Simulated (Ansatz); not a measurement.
Geometry optimisation, Ansatz, UKS LDA/def2-SVP.

The input (input.yaml):

```yaml
crystal:
  periodic: [false, false, false]
  atoms:
    - { symbol: "N", position_ang: [0.1538, 1.2774, -0.1202] }
    - { symbol: C, position_ang: [0.3843, -0.109, -0.0682] }
    - { symbol: F, position_ang: [1.2312, -0.3557, 0.9589] }
    - { symbol: Se, position_ang: [-1.1819, -1.1087, 0.2097] }
    - { symbol: H, position_ang: [-0.5632, 1.4794, -0.935] }
    - { symbol: H, position_ang: [-0.3782, 1.6172, 0.751] }
    - { symbol: H, position_ang: [0.8848, -0.4314, -1.0148] }
    - { symbol: H, position_ang: [-0.4387, -2.4264, 0.1627] }
magnetization:
  spin_polarized: true
basis:
  gaussian: { orbitals: def2-SVP }
hamiltonian:
  xc: lda
relax:
  f_tol: 0.02
  max_steps: 50
output:
  orbitals: {}
```

Run as:

```bash
$ ansatz run input.yaml --threads 2 --pin off --max-ram 3072MiB --backend cpu --events-out ev --progress --plain --runs-dir out
```

Q: Where does it end, and by what steps?

A: The forces met the threshold. After 20 steps the energy has fallen by 0.433 eV; H5 moved furthest, 1.07 Å.

| step | energy less start (eV) | largest force component (eV/Å) | accepted |
| --- | --- | --- | --- |
| 0 | 0.0000 | 2.746 | yes |
| 1 | -0.2257 | 1.320 | yes |
| 2 | -0.2800 | 0.552 | yes |
| 3 | -0.2946 | 0.534 | yes |
| 4 | -0.3035 | 0.199 | yes |
| 5 | -0.3042 | 0.415 | yes |
| 6 | -0.3147 | 0.111 | yes |
| 7 | -0.3155 | 0.231 | yes |
| 8 | -0.3123 | 0.616 | no |
| 9 | -0.3214 | 0.127 | yes |
| 10 | -0.3257 | 0.105 | yes |
| 11 | -0.3277 | 0.303 | yes |
| 12 | -0.2390 | 1.964 | no |
| 13 | -0.3380 | 0.448 | yes |
| 14 | -0.3476 | 1.247 | yes |
| 15 | -0.3943 | 0.538 | yes |
| 16 | -0.3810 | 0.546 | no |
| 17 | -0.4262 | 0.207 | yes |
| 18 | -0.4231 | 0.246 | no |
| 19 | -0.4325 | 0.056 | yes |
| 20 | -0.4326 | 0.013 | yes |

```xyz
8
Properties=species:S:1:pos:R:3
N -0.274 1.166 -0.226
C 0.263 -0.113 -0.226
F 1.278 -0.325 0.686
Se -1.219 -1.331 0.192
H 0.359 1.889 -0.587
H -0.681 1.432 0.679
H 0.678 -0.364 -1.228
H -0.311 -2.410 0.653
```

The run took 26 s on 2 threads of Intel(R) Xeon(R) CPU @ 2.80GHz (Skylake/Cascade Lake) (shared host), peak memory 0.18 GiB.
